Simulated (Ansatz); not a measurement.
Input and output for AlF$_{2}$H$_{2}$N (`[NH2][Al]([F])[F]`).

```yaml
crystal:
  periodic: [false, false, false]
  atoms:
    - {symbol: N, position_ang: [-0.338388, 0.834210, -0.150586]}
    - {symbol: Al, position_ang: [0.287554, -0.697954, 0.108961]}
    - {symbol: F, position_ang: [1.397572, -0.938320, 1.199186]}
    - {symbol: F, position_ang: [-0.220802, -1.927568, -0.732539]}
    - {symbol: H, position_ang: [-0.066862, 1.624350, 0.333739]}
    - {symbol: H, position_ang: [-1.018753, 1.043746, -0.803113]}
basis:
  gaussian: {orbitals: def2-TZVP, fitting: {mean_field: cc-pVTZ-jkfit}}
magnetization: {spin_polarized: true, initial_magnetization: 0}
hamiltonian: {xc: {name: r2SCANh}, dispersion: d3bjatm}
output: {forces: true}
```

```sh
$ ansatz run in.yaml --threads 4 --pin off --events-out ev --progress --plain --max-ram 10444MiB
```

Shortened log:

```
Functional definition: r2SCANh
418 factors; integrals over basis functions are off by at most 8.4e-1 eV
mean field evaluation 1: about -13546.3124 eV, gradient 5.9e1 eV
mean field evaluation 2: about -13530.8288 eV, gradient 8.4e1 eV
mean field evaluation 4: about -13557.5175 eV, gradient 2.3e0 eV
mean field evaluation 8: about -13557.5396 eV, gradient 1.1e-2 eV
mean field -13557.53959950 eV, -498.2303906513 hartree, gradient 3.9e-6 eV, S^2 0.000000; 0 other end points of the search recorded, 0 dependent functions left out
reference -13557.53961261 eV, -498.2303911329 hartree; 20, 20 occupied and 122, 122 virtual orbitals, 418 factors
Total energy: -13557.56041969 eV, -498.2311557792 hartree
Atom 0 at    -0.338388     0.834210    -0.150586 Å, force     0.015577    -0.038049     0.005393 eV/Å
Atom 1 at     0.287554    -0.697954     0.108961 Å, force    -0.027504     0.067158    -0.012388 eV/Å
Atom 2 at     1.397572    -0.938320     1.199186 Å, force     1.726832    -0.365420     1.699335 eV/Å
Atom 3 at    -0.220802    -1.927568    -0.732539 Å, force    -0.797427    -1.907803    -1.313869 eV/Å
Atom 4 at    -0.066862     1.624350     0.333739 Å, force     0.544464     1.734374     1.008708 eV/Å
Atom 5 at    -1.018753     1.043746    -0.803113 Å, force    -1.461941     0.509740    -1.387178 eV/Å
Dipole moment:    -0.188720     0.460264    -0.077551 e Å
```

Run time 3.1 s (4 threads of an Arm Neoverse V1 on a shared host); peak host memory 0.25 GiB.
